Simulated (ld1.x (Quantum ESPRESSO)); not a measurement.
# Before and after: TM potential for Pb

| Property | Result |
| --- | --- |
| Element | lead |
| Generator | ld1.x (Quantum ESPRESSO) 7.5 |
| Type | norm-conserving Troullier–Martins (Kleinman–Bylander form) |
| Functional | LDA (PZ) |
| Relativity | scalar-relativistic |
| Frozen core | [Xe] 4f14 |
| Valence charge | 14 |
| Reference configuration | 5d10 6s2 6p1 (charge +1) |
| Partial waves | 6p (bound): rc 2.70 bohr; 5d (bound): rc 2.15 bohr; 6s (bound): rc 1.65 bohr |
| Local potential | the s channel |
| Core correction | Bessel-smoothed model core inside 0.85 bohr |

All-electron outer shells of the reference configuration (LDA (PZ), scalar-relativistic, ld1.x):

| shell | level (eV) | outermost node (bohr) | outermost maximum (bohr) |
| --- | --- | --- | --- |
| 5p | -93.73 | 0.49 | 0.88 |
| 5d | -29.03 | 0.52 | 1.07 |
| 6s | -19.59 | 1.01 | 1.95 |
| 6p | -10.15 | 1.18 | 2.50 |

Change: wave 6s (bound): rc 1.65 bohr becomes 6s (bound): rc 2.02 bohr.

Cutoffs: the cutoffs (Ry, on a coarse ladder) from which the occupation-weighted sum of valence levels, in a spherical-Bessel basis at the reference potential, stays within 10 and 1 mRy of its value at 400 Ry; they do not see the model core or the augmentation charge, which bear on the density cutoff. Errors are all-electron minus pseudo energies relative to the spin-unpolarised reference configuration.

Task: How do hardness, ghosts and transferability respond?

Result: The potential gets neither clearly harder nor softer (50 Ry and 90 Ry → 50 Ry and 80 Ry); the d channel sets the loose cutoff, while the largest relative change is in s, which becomes softer; of the 9 tests that both files solve, the error grows in 2 and shrinks in 1 by more than 15 % and 0.3 meV (median size 5.7 → 5.8 meV); neither file shows a bound ghost.

```csv
quantity,base,changed
"cutoff, loose",50 Ry,50 Ry
"cutoff, tight",90 Ry,80 Ry
loose cutoff by channel (10 mRy a level),"p 8 Ry, d 40 Ry, s 30 Ry","p 8 Ry, d 40 Ry, s 18 Ry"
bound ghosts,none,none
"error for 5d10 6s2 6p2, meV [ΔE -6.83 eV]",+3.1,+3.3
"error for 5d10 6s2 6p0, meV [ΔE 13.76 eV]",-9.1,-9.0
"error for 5d10 6s1 6p0, meV [ΔE 46.64 eV]",-25,-33
"error for 5d9 6s2 6p2, meV [ΔE 20.47 eV]",-134,-169
"error for 5d10 6s1 6p2, meV [ΔE 9.60 eV]",-5.0,-4.9
"error for 5d10 6s0 6p4, meV [ΔE 11.20 eV]",-23,-17
"error for 5d10 6s2 6p1.5, meV [ΔE -4.22 eV]",+2.0,+2.0
"error for 5d10 6s2 6p1 (spin-polarised), meV [ΔE -0.15 eV]",+0.7,+0.6
"error for 5d10 6s2 6p2 (spin-polarised), meV [ΔE -7.28 eV]",+5.7,+5.8
s: phases at 2.97 bohr within 0.05 rad from the reference energy up to (Ry; the scan ends near 5),0.7,1.2
p: phases at 2.97 bohr within 0.05 rad from the reference energy up to (Ry; the scan ends near 5),2.1,2.1
d: phases at 2.97 bohr within 0.05 rad from the reference energy up to (Ry; the scan ends near 5),0.0,-0.1
```
